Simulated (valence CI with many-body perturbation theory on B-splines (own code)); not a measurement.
Valence orbitals of Ru²²⁺

Calculated by relativistic CI+MBPT: four valence electrons over a frozen Dirac-Fock core [Ar], a basis of 9 s, 9 p, 10 d, 8 f, 5 g, 3 h, 1 i functions for each j, with the one-electron correlation potential Σ1, the two-electron term Σ2, the three-electron term Σ3, Breit, model QED; selected CI, second order for the rest (own B-spline code, finite nucleus).

No measured spectrum was set against this ion. As an estimate, terms of the open shell hold to 2 to 4 % of their energy, and close levels can change places. Core correlation moves these levels by up to 9700 cm⁻¹, and in measured spectra 5 to 20 % of such shifts remained as error; rates that hang on mixing are uncertain with them. Only levels of the ground parity were solved; by the run's estimate the other parity begins above the list, which can be wrong where configurations are misplaced.

These are the spectroscopic orbitals of the CI (the correlating ones are not listed), shaped by the core and the other valence electrons. h is the expectation value of the core's Dirac-Fock operator, without the valence repulsion; Σ1 is computed up to l = 3 at one energy for each symmetry, that of its lowest orbital but kept below the first core excitation, so for empty shells it is not the orbital's own correlation shift; Breit and QED include the response of the core.

```csv
Orbital,h (hartree),Σ1 (cm⁻¹),Breit (cm⁻¹),QED (cm⁻¹),⟨r⟩ (bohr)
4s1/2,-27.318,-7103,1656,1188,0.7678
5s1/2,-16.447,-2598,787,571,1.275
6s1/2,-10.999,-1275,428,313,1.916
4p1/2,-25.978,-8506,2583,-82.4,0.7742
5p1/2,-15.8,-3124,1266,-39.2,1.295
6p1/2,-10.638,-1538,703,-21.4,1.950
4p3/2,-25.617,-8250,1632,34.4,0.7862
5p3/2,-15.629,-3079,800,17.7,1.310
6p3/2,-10.544,-1526,459,10.1,1.968
3d3/2,-45.955,-21616,3262,-395,0.3353
4d3/2,-23.612,-8273,1088,-98.4,0.7741
5d3/2,-14.683,-3279,535,-45.6,1.327
3d5/2,-45.73,-21113,1316,-260,0.3377
4d5/2,-23.537,-8158,490,-58.5,0.7771
5d5/2,-14.647,-3228,239,-26.6,1.331
4f5/2,-21.719,-15413,27.2,-47.0,0.7253
5f5/2,-13.829,-6674,12.3,-24.1,1.301
4f7/2,-21.699,-14527,-136,-34.4,0.7264
5f7/2,-13.817,-6262,-64.4,-17.4,1.302
5g7/2,-13.397,,0.7,-4.0,1.186
5g9/2,-13.392,,-10.7,-1.0,1.186
```

Among the shells of the start configuration 3d4, Σ1 is largest in size for 3d3/2, where it is 0.21 % of h.

Lowest root of each symmetry, sizes in configuration state functions:

| J | Parity | Roots | Reference | Variational | Second order | Change by selected CI (cm⁻¹) | Change by second order (cm⁻¹) |
| --- | --- | --- | --- | --- | --- | --- | --- |
| 0 | even | 5 | 19 | 7189 | 25067 | -8852 | -1 |
| 1 | even | 4 | 43 | 17047 | 64694 | -8039 | -3 |
| 2 | even | 8 | 61 | 25394 | 74134 | -7741 | -4 |
| 3 | even | 6 | 57 | 24251 | 121099 | -7797 | -11 |
| 4 | even | 7 | 48 | 24850 | 90461 | -8241 | -12 |
| 5 | even | 2 | 29 | 22430 | 10525 | -10071 | -9 |
| 6 | even | 2 | 15 | 18939 | 7453 | -10164 | -6 |
